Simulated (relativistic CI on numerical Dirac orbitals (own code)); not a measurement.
**Kr⁶⁺: q coefficients and field-shift factors**

These numbers are calculated, not measured: Dirac-Coulomb-Breit CI, separate exchange-only KLI orbitals for each configuration, derivatives by finite differences, unscaled Slater integrals, QED left out (own radial code, finite nucleus).

Configurations in the expansion (outside the closed core [Ar] 3d10): 4s², 4s4p, 4p², 4s4d, 4s4f, 4d², 4p4d, 4s5s. Levels of other configurations are missing.

With x = (α/α₀)² − 1 an excitation energy changes as ω = ω₀ + qx; K = 2q/ω₀ is the relative enhancement. Terms are leading LS components, so labels can repeat. The field-shift factor is F = δν/δ⟨r²⟩ for the transition from the lowest level.

Lowest level 4s² ¹S0.

| Level | ω₀ (cm⁻¹) | q (cm⁻¹) | K | F (GHz/fm²) |
| --- | --- | --- | --- | --- |
| 4s4p ³P°0 | 113796 | 3600 | 0.0633 | -9.4 |
| 4s4p ³P°1 | 116496 | 6150 | 0.106 | -9.43 |
| 4s4p ³P°2 | 122732 | 12920 | 0.211 | -9.49 |
| 4s4p ¹P°1 | 174857 | 11030 | 0.126 | -9.62 |
| 4p² ³P0 | 273394 | 12090 | 0.0885 | -19.5 |
| 4p² ¹D2 | 276500 | 17160 | 0.124 | -18.3 |
| 4p² ³P1 | 277524 | 17450 | 0.126 | -19.6 |
| 4p² ³P2 | 285422 | 25840 | 0.181 | -19.2 |
| 4p² ¹S0 | 326111 | 22870 | 0.14 | -19.1 |
| 4s4d ³D1 | 348259 | 13630 | 0.0783 | -9.04 |
| 4s4d ³D2 | 348702 | 14070 | 0.0807 | -9.04 |
| 4s4d ³D3 | 349384 | 14760 | 0.0845 | -9.04 |
| 4s4d ¹D2 | 387595 | 15020 | 0.0775 | -10.5 |
| 4s5s ³S1 | 435143 | 8232 | 0.0378 | -5.1 |
| 4s5s ¹S0 | 447966 | 8350 | 0.0373 | -5.13 |
| 4p4d ³F°2 | 469030 | 18650 | 0.0795 | -18.6 |
| 4p4d ³F°3 | 472599 | 22320 | 0.0945 | -18.5 |
| 4p4d ³F°4 | 477185 | 27310 | 0.114 | -18.4 |
| 4p4d ¹D°2 | 482406 | 24670 | 0.102 | -19.3 |
| 4p4d ³P°2 | 499090 | 22280 | 0.0893 | -19.3 |
| 4p4d ³D°1 | 499583 | 20810 | 0.0833 | -19.3 |
| 4s4f ¹F°3 | 500053 | 18690 | 0.0748 | -13.9 |
| 4p4d ³P°0 | 503895 | 27380 | 0.109 | -19.3 |

At this charge configurations can still be misplaced by up to about 7 % of their energy.
